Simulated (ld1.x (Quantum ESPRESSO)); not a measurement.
**Plane-wave convergence, RRKJ potential for nitrogen**

nitrogen (N), norm-conserving RRKJ (Kleinman–Bylander form), made with ld1.x (Quantum ESPRESSO) 7.5 (PBEsol, non-relativistic). Core [He], reference 2s2 2p0 (charge +3). Waves: 2p (bound, empty): rc 1.20 bohr; 2s (bound): rc 0.60 bohr. Local part: the s channel. Core correction: a·sin(br)/r model core inside 0.35 bohr. rho0 = 0.01.

The pseudo-atom Hamiltonian at the reference potential is diagonalised in spherical Bessel functions j_l(qr) that vanish at 20 bohr, with q² up to the cutoff. All-electron valence levels (Ry): 2p -4.1757, 2s -4.9840.

Q: How do the lowest levels (Ry) of each channel move with the cutoff, and are there ghosts?

A:

```
cutoff (Ry)     p #1     s #1     d #1     d #2     f #1  Σ f·Δε (mRy)
          8  -2.9582  -4.4789  -1.2138  -0.6204  -0.5930        1007.8
         18  -3.6148  -4.5722  -1.2512  -0.6364  -0.5941         821.1
         35  -4.0337  -4.7325  -1.2546  -0.6379  -0.5942         500.6
         55  -4.1546  -4.7636  -1.2548  -0.6380  -0.5942         438.3
         90  -4.1757  -4.7909  -1.2558  -0.6384  -0.5942         383.8
        140  -4.1758  -4.9049  -1.2563  -0.6386  -0.5942         155.7
        230  -4.1758  -4.9784  -1.2564  -0.6386  -0.5942           8.7
        400  -4.1758  -4.9828  -1.2565  -0.6387  -0.5942           0.0
```

Result: no extra level below or beside the all-electron valence levels (p, s, d, f tested); 10 mRy is reached at 230 Ry and 1 mRy at over 300 Ry.

Its largest configuration-test error is +465 meV.
